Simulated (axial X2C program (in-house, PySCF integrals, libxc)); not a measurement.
# Outer orbitals of Sb₂ at 2.475 Å, PBE0

Computed with an in-house all-electron X2C program for linear molecules (integrals from PySCF). Spin-free means the one-electron spin-free X2C Hamiltonian; two-component (2c) means X2C with spin–orbit coupling and atomic mean-field two-electron Coulomb and Gaunt terms, so the difference of the two also holds small scalar two-electron terms. Basis: Sb dyall-cv3z [11s12p8d4f1g] (cores contracted in-house); Gaussian nuclei, density fitting, unrestricted open shells. Masses: Sb 120.904 u.

The distance is close to the 2c PBE0 minimum; the highest filled and lowest empty levels are listed.

Spin-free orbitals, state M_S = 0, Λ = 0 (closed shell) (Löwdin shares):

| symmetry | occupied | ε (eV) | atomic character |
| --- | --- | --- | --- |
| σα | yes | -16.30 | 84% Sb s, 11% Sb p |
| σα | yes | -12.47 | 73% Sb s, 22% Sb p, 4% Sb d |
| σα | yes | -7.09 | 88% Sb p, 11% Sb s |
| π+α | yes | -6.62 | 96% Sb p |
| π-α | yes | -6.62 | 96% Sb p |
| π+α | no | -2.88 | 89% Sb p, 10% Sb d |
| π-α | no | -2.88 | 89% Sb p, 10% Sb d |
| σα | no | 0.03 | 60% Sb p, 29% Sb d, 10% Sb s |
| σα | no | 1.75 | 68% Sb s, 23% Sb d, 6% Sb p |

One partner of each degenerate Kramers or spin pair is listed.

Spinors with spin–orbit coupling (state Ω = 0):

| ω | occupied | ε (eV) | atomic character | λ mixture |
| --- | --- | --- | --- | --- |
| 1/2 | yes | -16.28 | 84% Sb s, 11% Sb p | 100% σ |
| 1/2 | yes | -12.45 | 72% Sb s, 23% Sb p, 4% Sb d | 100% σ |
| 1/2 | yes | -7.13 | 88% Sb p, 11% Sb s | 98% σ, 2% π |
| 1/2 | yes | -6.81 | 95% Sb p | 100% π |
| 3/2 | yes | -6.41 | 95% Sb p | 100% π |
| 1/2 | no | -3.03 | 89% Sb p, 9% Sb d | 98% π, 2% σ |
| 3/2 | no | -2.67 | 88% Sb p, 10% Sb d | 100% π |
| 1/2 | no | 0.04 | 60% Sb p, 29% Sb d, 10% Sb s | 100% σ |
| 1/2 | no | 1.76 | 68% Sb s, 23% Sb d, 6% Sb p | 100% σ |

One partner of each degenerate Kramers or spin pair is listed.

(1) How does the gap between the highest filled and lowest empty level change from the spin-free to the 2c table?

Mulliken charges and populations of the two-component result (they depend on the basis, above all on diffuse functions):

Sb1 0.00 e (s 9.92 p 21.00 d 20.07 f 0.01), Sb2 0.00 e (s 9.92 p 21.00 d 20.07 f 0.01).

The state is one determinant whose occupation by symmetry is held fixed; it was picked as the lowest of a PBE0 search that is not exhaustive.

Answers

(1) From 3.74 to 3.38 eV at PBE0, a change of -0.36 eV.
